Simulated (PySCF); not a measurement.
**`F[C@@H]1C[C@](F)(CS)O1`, C4H6F2OS**

Geometry (Å), atoms numbered from 1 in this order:
```xyz
14

F    -2.0560    0.7466   -1.4953
C    -1.8276    0.1800   -0.2773
C    -0.6759    0.8390    0.4843
C     0.0281   -0.5003    0.2315
F     0.2690   -1.1969    1.3904
C     1.2762   -0.5155   -0.6289
S     2.5943    0.5058    0.1037
O    -1.1193   -1.0267   -0.4098
H    -2.8018    0.0639    0.2088
H    -0.8698    1.0485    1.5313
H    -0.2295    1.6951   -0.0131
H     1.6280   -1.5388   -0.7569
H     1.0476   -0.0809   -1.6006
H     2.7360   -0.2202    1.2096
```

The calculation used TDDFT PBE0/aug-cc-pVDZ circular dichroism and optical rotation, one conformer, gas phase in PySCF 2.14.0. Geometry: GFN2-xTB.

The molecule is flexible and this is one conformer; a measurement averages over conformers. States above about 7.3 eV (minus the energy of the highest occupied orbital) lie near or above the ionisation threshold and depend on the basis.

Stereocentres: C2 R, C4 S.

(1) Give the optical rotatory dispersion at 633, 589.3, 546, 436, 405, 365, 355 nm.

(2) And for the mirror image at 589.3 nm?

(3) What is the molar rotation [Φ] = [α]·M/100 of the geometry above at 589.3 nm?

Answers

(1) [α] in deg dm⁻¹ (g/mL)⁻¹:
| λ (nm) | origin-invariant length gauge | modified velocity gauge | length gauge (centre of mass) | isotropic polarisability (au) |
| --- | --- | --- | --- | --- |
| 633 | +113.4 | +116.0 | +112.4 | 73.7 |
| 589.3 | +132.8 | +135.8 | +131.7 | 74.0 |
| 546 | +157.7 | +161.2 | +156.4 | 74.3 |
| 436 | +268.6 | +273.4 | +266.4 | 75.5 |
| 405 | +323.7 | +328.9 | +321.1 | 76.1 |
| 365 | +427.6 | +433.0 | +424.3 | 77.1 |
| 355 | +462.4 | +467.7 | +459.0 | 77.4 |

(2) -132.8 deg dm⁻¹ (g/mL)⁻¹ (origin-invariant length gauge): the same size and the opposite sign.

(3) With M = 140.15 g/mol, +186.1 deg cm² dmol⁻¹ (origin-invariant length gauge).

The first excitation lies at 5.70 eV (218 nm) with R = +5.1 × 10⁻⁴⁰ esu² cm² (velocity form).
